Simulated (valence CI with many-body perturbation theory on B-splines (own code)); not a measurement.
# Ar3+: what the settings do

Method: configuration interaction combined with many-body perturbation theory (CI+MBPT): five valence electrons over a frozen Dirac-Fock core [Ne], a basis of 6 s, 6 p, 5 d, 3 f, 1 g functions for each j, with the one-electron correlation potential Σ1 (screened to all orders), the two-electron term Σ2, the three-electron term Σ3, Breit, model QED; selected single and double excitations, second order for the rest, scaled by the run's own slope (own B-spline code, finite nucleus).

Against 20 measured levels this calculation errs by 227 cm⁻¹ on average and by 547 at most. These come from a selection out of Saloman, J. Phys. Chem. Ref. Data 39, 033101 (2010). Levels without a partner in it may be off by more. Among the levels kept, up to 1600 cm⁻¹ of a level comes from second order outside the variational space, and about a tenth of that is noise between levels of different J, which matters for small intervals.

The reference run has the lowest level 3s2 3p3 4S°_3/2 and an ionisation energy of 59.0782 eV. Its largest variational space holds 10000 state functions.

Names give the largest LS component (configuration and term), which can be under half, so a name can repeat, a term be missing and a line seem to break the LS rules; names also repeat where a configuration has a term twice.

Changed runs:
A. highest l in the core sums 6 → 3; scale of Σ1 1 → 0
B. averaging of valence orbitals over low configurations on → off; lowest core n in screening and Σ2 1 → 4
C. scale of Σ1 1 → 0.9; Breit term on → off; QED terms on → off
D. start configuration 3s2 3p3 → 3s2 3p4 (bad on purpose)

Excitation energies of the reference run in cm⁻¹, and shifts in cm⁻¹:

```csv
Level,Reference,A,C
3s2 3p3 2D°_3/2,21425,-76,-14
3s2 3p3 2D°_5/2,21549,-80,+5.7
3s2 3p3 2P°_1/2,35295,-115,-6.7
3s2 3p3 2P°_3/2,35469,-121,+6.5
3s 3p4 4P_5/2,117462,-235,+53
3s 3p4 4P_3/2,118411,-251,+74
3s 3p4 4P_1/2,118942,-260,+93
3s 3p4 2D_3/2,146060,-350,+56
3s 3p4 2D_5/2,146136,-354,+72
3s2 3p2 3d 2P_3/2,166499,-472,+42
3s2 3p2 3d 2P_1/2,167579,-493,+77
3s 3p4 2S_1/2,178380,-466,+51
Ionisation energy (eV),59.0782,-0.2806,-0.0274
```

Run B: It gave no result: the setting left no core shell for the response of the core. The program said: "need at least one array to concatenate".

Run D: It gave no result: the electrons of core and valence do not add up to the charge. The program said: "core and valence hold 16 electrons, the ion has 15".
